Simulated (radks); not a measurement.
Problem. Ti3+, 19 electrons, occupied as [Ar] 3d1. Calculated with a radial shooting solver on a logarithmic mesh with Libxc functionals: Dirac Kohn-Sham, exchange-only PBE, spin-unpolarised, spherical densities, finite nucleus; open shells fill j = l - 1/2 first; Fermi nuclear charge, rms radius 3.5921 fm. Some entries of the table are withheld. Estimate them.

orbital  occ.  eigenvalue (eV)  r(max) (bohr)  <1/r> (bohr^-1)
1s1/2       2        -4901.199        0.04555            21.80
2s1/2       2              (1)         0.2690            4.558
2p1/2       2              (2)            (3)            4.491
2p3/2       4              (4)            (5)            4.434
3s1/2       2         -93.6746         0.8645            1.418
3p1/2       2              (6)         0.8888            1.301
3p3/2       4              (7)         0.8949            1.290
3d3/2       1         -33.6155            (8)            1.005
3d5/2       0         -33.5533            (9)            1.003

Solution. 
(1) 2s1/2 eigenvalue (eV): -569.4766
(2) 2p1/2 eigenvalue (eV): -480.7190
(3) 2p1/2 r(max) (bohr): 0.2180
(4) 2p3/2 eigenvalue (eV): -474.9454
(5) 2p3/2 r(max) (bohr): 0.2202
(6) 3p1/2 eigenvalue (eV): -70.0811
(7) 3p3/2 eigenvalue (eV): -69.3890
(8) 3d3/2 r(max) (bohr): 0.9240
(9) 3d5/2 r(max) (bohr): 0.9258
